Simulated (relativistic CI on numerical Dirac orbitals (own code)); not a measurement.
Sc3+ in a cubic cluster: L2,3 absorption with charge transfer

Computed with a charge-transfer multiplet model of a cubic metal-ligand cluster with up to 2 ligand holes, Slater and spin-orbit integrals from Dirac-Coulomb-Breit ions, Slater integrals scaled by 0.8. The ground state mixes d0 with configurations of k ligand holes L, whose averages lie at kΔ + k(k − 1)U_dd/2; a core hole lowers each added d electron by U_cd. 300 K, Lorentzian 0.4 eV and Gaussian 0.3 eV FWHM.

Atomic integrals in eV (Slater integrals scaled, ζ unscaled), ground: F2dd 4.710, F4dd 2.885, zeta_d 0.005; with the core hole: F2dd 4.710, F4dd 2.885, zeta_d 0.020, zeta_core 3.005, F2cd 4.113, G1cd 2.955, G3cd 1.675. Where a configuration has fewer than two d electrons, the dd integrals are those of d2.

Cluster parameters (eV): Δ = 3.9, U_cd = 4.2, 10Dq = 0.75, 10Dq(ligand) = 0.4, V(eg) = 1.65, V(t2g) = -0.81, final-state hopping factor = 1.

| Case | n_d | d0 | d1L | d2L2 | S |
| --- | --- | --- | --- | --- | --- |
| U_dd = 2.4 eV | 0.45 | 0.60 | 0.35 | 0.05 | 0.00 |
| U_dd = 3.8 eV | 0.43 | 0.61 | 0.34 | 0.04 | 0.00 |
| U_dd = 5.2 eV | 0.41 | 0.63 | 0.34 | 0.03 | 0.00 |

Weights, n_d and S are thermal averages at 300 K. Photon energies count from the first peak over 30 % of the highest in each spectrum, which can be another peak from case to case. The parameters are a model scan and need not match a compound or its usual spin state. Peaks in eV (height, largest 100):
- U_dd = 2.4 eV: -1.4 (16), 0.0 (79), 2.9 (23), 4.5 (100), 6.1 (9)
- U_dd = 3.8 eV: -1.5 (14), 0.0 (81), 2.9 (23), 4.3 (100)
- U_dd = 5.2 eV: -1.5 (13), 0.0 (84), 2.7 (25), 4.3 (100)

A d0 ion has no d-d gap: its lowest excitations are ligand-to-metal charge transfer. With the core hole the configuration with one ligand hole lies at Δ + U_dd − U_cd = 2.1, 3.5, 4.9 eV from the one without, in the order of the table; where this is negative the screened configuration lies lower, though the effective hopping of about 3.7 eV (from the holes of the mixed ground state) mixes the two strongly wherever it is as large as the gap.
